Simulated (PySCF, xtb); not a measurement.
C2H4OSi, SMILES C([SiH2]O)#C.

The structure is a stationary point at PBE-D3(BJ)/def2-SVP. The values are those of a single conformer.

These are IEF-PCM-PBE0/def2-SVP (PySCF) values and carry that method's errors.

The values are the electrostatic part of the solvation free energy, E(continuum) − E(gas) at the gas-phase geometry, in a cavity of scaled van der Waals radii (PySCF's table); cavitation and dispersion terms are not included. In vacuum the orbital gap is 7.72 eV. The dipole moment in vacuum is 1.77 D.

```json
[
 {"solvent": "water", "ε": "78.36", "ΔG(elec) (kcal/mol)": "-5.6", "dipole (D)": "2.19", "gap (eV)": "7.81"},
 {"solvent": "ethanol", "ε": "24.85", "ΔG(elec) (kcal/mol)": "-5.4", "dipole (D)": "2.17", "gap (eV)": "7.80"},
 {"solvent": "chlorobenzene", "ε": "5.70", "ΔG(elec) (kcal/mol)": "-4.2", "dipole (D)": "2.08", "gap (eV)": "7.79"}
]
```

For comparison, GFN2-xTB/ALPB(water) (xtb, at the GFN2-xTB geometry, all terms of that model) gives -3.8 kcal/mol.
